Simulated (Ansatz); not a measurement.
Born–Oppenheimer molecular dynamics of C3H6Si (10 atoms, charge 0, multiplicity 1). It goes on from the last frame of an earlier run, with new velocities.

The calculation used RKS B3LYP-D4/6-31G (Ansatz 0.2.0).

| Item | Value |
| --- | --- |
| ensemble | NVT, Nosé–Hoover chain |
| time step | 0.25 fs |
| steps asked | 266 |
| set temperature | 300 K |
| thermostat | time constant 100 fs, chain length 3 (defaults) |
| masses | H 2.014 u |
| seed | 108095 |

Frames 0.5 fs apart, positions in Å, forces in eV/Å.

Velocities at 37.5 fs (Å/ps):

```
C -6.10 -0.17 -3.36
Si 3.36 -1.60 -3.09
C -6.33 -2.75 -0.56
C 2.64 7.23 1.53
H 29.59 -1.20 21.44
H -18.29 -2.34 11.01
H 7.59 0.27 -9.72
H -9.15 -1.32 29.85
H -8.42 -6.94 -0.45
H 10.17 8.17 5.26
```

```xyz
10
Properties=species:S:1:pos:R:3:forces:R:3 time_fs=37.5 energy_less_start_eV=-0.177 T=456
C -1.463 0.290 -0.935 0.21 0.24 0.02
Si -0.229 -0.245 0.435 -0.78 -0.24 1.62
C 1.579 -0.815 0.445 -0.34 0.79 -0.05
C 1.465 0.442 0.931 0.08 -0.39 -0.83
H -0.898 0.893 -1.619 0.29 0.58 -0.74
H -2.327 0.887 -0.602 0.40 -0.09 0.46
H -1.881 -0.526 -1.506 0.00 -0.66 -0.11
H -1.070 -0.649 1.673 0.39 -0.01 -0.56
H 2.408 -1.473 0.224 -0.05 -0.22 -0.01
H 2.189 1.201 1.211 -0.19 0.00 0.19
10
Properties=species:S:1:pos:R:3:forces:R:3 time_fs=38.0 energy_less_start_eV=-0.154 T=433
C -1.466 0.290 -0.937 0.20 0.34 0.14
Si -0.227 -0.246 0.434 -0.96 -0.27 1.82
C 1.576 -0.816 0.444 -0.26 0.97 0.01
C 1.466 0.446 0.932 0.12 -0.53 -0.88
H -0.883 0.893 -1.608 0.17 0.58 -0.72
H -2.336 0.885 -0.596 0.58 -0.18 0.35
H -1.877 -0.526 -1.511 -0.01 -0.65 -0.13
H -1.075 -0.650 1.687 0.49 0.04 -0.72
H 2.404 -1.476 0.224 -0.07 -0.21 -0.01
H 2.194 1.205 1.214 -0.26 -0.09 0.16
10
Properties=species:S:1:pos:R:3:forces:R:3 time_fs=38.5 energy_less_start_eV=-0.126 T=406
C -1.469 0.290 -0.938 0.23 0.43 0.21
Si -0.225 -0.247 0.432 -1.12 -0.28 1.98
C 1.573 -0.818 0.444 -0.16 1.11 0.06
C 1.468 0.449 0.932 0.16 -0.65 -0.93
H -0.868 0.893 -1.599 0.03 0.55 -0.68
H -2.344 0.884 -0.590 0.74 -0.26 0.23
H -1.873 -0.527 -1.516 -0.02 -0.62 -0.14
H -1.078 -0.651 1.701 0.57 0.08 -0.86
H 2.399 -1.480 0.224 -0.09 -0.19 0.01
H 2.199 1.209 1.217 -0.33 -0.17 0.12
10
Properties=species:S:1:pos:R:3:forces:R:3 time_fs=39.0 energy_less_start_eV=-0.096 T=376
C -1.472 0.290 -0.940 0.29 0.50 0.25
Si -0.224 -0.247 0.431 -1.26 -0.28 2.12
C 1.570 -0.818 0.444 -0.06 1.23 0.11
C 1.469 0.453 0.933 0.19 -0.76 -0.97
H -0.853 0.894 -1.590 -0.14 0.49 -0.62
H -2.351 0.882 -0.584 0.87 -0.32 0.13
H -1.869 -0.529 -1.521 -0.02 -0.56 -0.14
H -1.081 -0.651 1.713 0.64 0.11 -0.98
H 2.395 -1.484 0.224 -0.12 -0.16 0.02
H 2.203 1.213 1.220 -0.39 -0.25 0.08
10
Properties=species:S:1:pos:R:3:forces:R:3 time_fs=39.5 energy_less_start_eV=-0.063 T=344
C -1.475 0.291 -0.941 0.38 0.55 0.24
Si -0.223 -0.248 0.430 -1.39 -0.28 2.24
C 1.566 -0.819 0.443 0.05 1.32 0.14
C 1.471 0.456 0.933 0.21 -0.85 -1.01
H -0.838 0.896 -1.583 -0.32 0.42 -0.54
H -2.357 0.880 -0.577 0.98 -0.37 0.03
H -1.866 -0.531 -1.527 0.00 -0.48 -0.12
H -1.084 -0.652 1.725 0.69 0.14 -1.07
H 2.390 -1.488 0.223 -0.15 -0.13 0.03
H 2.207 1.216 1.223 -0.44 -0.31 0.05
10
Properties=species:S:1:pos:R:3:forces:R:3 time_fs=40.0 energy_less_start_eV=-0.031 T=312
C -1.478 0.291 -0.943 0.50 0.58 0.21
Si -0.221 -0.249 0.429 -1.51 -0.26 2.33
C 1.563 -0.819 0.443 0.17 1.38 0.17
C 1.472 0.459 0.933 0.21 -0.94 -1.03
H -0.824 0.898 -1.575 -0.51 0.34 -0.46
H -2.362 0.877 -0.570 1.06 -0.40 -0.06
H -1.862 -0.534 -1.532 0.01 -0.38 -0.08
H -1.085 -0.652 1.735 0.73 0.16 -1.15
H 2.385 -1.493 0.223 -0.18 -0.10 0.04
H 2.210 1.219 1.226 -0.48 -0.37 0.02
10
Properties=species:S:1:pos:R:3:forces:R:3 time_fs=40.5 energy_less_start_eV=0.001 T=281
C -1.481 0.291 -0.944 0.64 0.57 0.16
Si -0.220 -0.250 0.429 -1.62 -0.24 2.41
C 1.560 -0.820 0.443 0.29 1.42 0.18
C 1.474 0.462 0.932 0.21 -1.01 -1.05
H -0.810 0.901 -1.569 -0.70 0.25 -0.37
H -2.366 0.874 -0.564 1.10 -0.42 -0.13
H -1.858 -0.538 -1.538 0.04 -0.27 -0.04
H -1.086 -0.652 1.744 0.76 0.17 -1.21
H 2.380 -1.498 0.223 -0.22 -0.06 0.06
H 2.213 1.222 1.229 -0.51 -0.42 -0.01
10
Properties=species:S:1:pos:R:3:forces:R:3 time_fs=41.0 energy_less_start_eV=0.030 T=252
C -1.483 0.292 -0.946 0.80 0.54 0.10
Si -0.219 -0.251 0.428 -1.71 -0.22 2.46
C 1.557 -0.819 0.443 0.42 1.44 0.19
C 1.475 0.464 0.932 0.19 -1.08 -1.06
H -0.796 0.903 -1.563 -0.88 0.17 -0.30
H -2.369 0.871 -0.557 1.12 -0.41 -0.19
H -1.854 -0.542 -1.544 0.06 -0.15 0.01
H -1.085 -0.652 1.751 0.78 0.18 -1.25
H 2.375 -1.502 0.223 -0.25 -0.02 0.07
H 2.215 1.224 1.233 -0.53 -0.45 -0.03
10
Properties=species:S:1:pos:R:3:forces:R:3 time_fs=41.5 energy_less_start_eV=0.056 T=227
C -1.486 0.293 -0.947 0.97 0.48 0.03
Si -0.218 -0.252 0.428 -1.79 -0.19 2.49
C 1.554 -0.819 0.443 0.53 1.43 0.19
C 1.477 0.467 0.931 0.16 -1.14 -1.07
H -0.784 0.907 -1.557 -1.05 0.09 -0.23
H -2.370 0.867 -0.551 1.11 -0.39 -0.24
H -1.851 -0.546 -1.549 0.09 -0.02 0.07
H -1.084 -0.651 1.757 0.78 0.19 -1.28
H 2.370 -1.507 0.223 -0.28 0.02 0.09
H 2.217 1.226 1.236 -0.53 -0.46 -0.05
10
Properties=species:S:1:pos:R:3:forces:R:3 time_fs=42.0 energy_less_start_eV=0.078 T=206
C -1.488 0.293 -0.949 1.16 0.39 -0.04
Si -0.218 -0.253 0.428 -1.86 -0.16 2.50
C 1.551 -0.818 0.443 0.65 1.41 0.19
C 1.478 0.469 0.930 0.11 -1.19 -1.07
H -0.774 0.910 -1.551 -1.20 0.02 -0.17
H -2.370 0.862 -0.545 1.07 -0.36 -0.28
H -1.847 -0.550 -1.555 0.12 0.11 0.14
H -1.082 -0.651 1.762 0.78 0.19 -1.30
H 2.364 -1.511 0.223 -0.30 0.05 0.10
H 2.217 1.227 1.239 -0.52 -0.47 -0.06
10
Properties=species:S:1:pos:R:3:forces:R:3 time_fs=42.5 energy_less_start_eV=0.093 T=191
C -1.490 0.294 -0.950 1.34 0.28 -0.11
Si -0.217 -0.254 0.429 -1.92 -0.12 2.50
C 1.548 -0.817 0.443 0.75 1.37 0.17
C 1.480 0.471 0.929 0.06 -1.23 -1.07
H -0.764 0.913 -1.546 -1.33 -0.04 -0.13
H -2.368 0.857 -0.540 1.00 -0.31 -0.30
H -1.843 -0.553 -1.560 0.14 0.23 0.20
H -1.079 -0.650 1.764 0.78 0.19 -1.30
H 2.358 -1.516 0.223 -0.32 0.09 0.11
H 2.218 1.227 1.242 -0.50 -0.45 -0.07
10
Properties=species:S:1:pos:R:3:forces:R:3 time_fs=43.0 energy_less_start_eV=0.103 T=181
C -1.492 0.295 -0.951 1.54 0.15 -0.18
Si -0.217 -0.255 0.429 -1.97 -0.08 2.47
C 1.545 -0.816 0.443 0.84 1.31 0.16
C 1.482 0.473 0.928 -0.01 -1.26 -1.06
H -0.756 0.916 -1.541 -1.43 -0.08 -0.10
H -2.365 0.852 -0.535 0.90 -0.24 -0.30
H -1.838 -0.557 -1.565 0.15 0.34 0.25
H -1.075 -0.649 1.766 0.76 0.18 -1.29
H 2.351 -1.520 0.224 -0.33 0.11 0.12
H 2.217 1.227 1.245 -0.47 -0.43 -0.07
```

Of the whole run (66 fs, mean temperature of the second half 336 K): The conserved energy stayed within 0.024 meV per atom of its start (net change 0.0053 meV per atom), so the integration is sound. The mean temperature of the second half is 12 % above the set value. A run of 0.067 ps of so small a system gives no equilibrium averages. Limits of this set-up: no polarisation functions.

Time of the run: 4.3 min on 1 thread of AMD EPYC 9R45 (Zen 5) (shared host), peak memory 0.12 GiB.
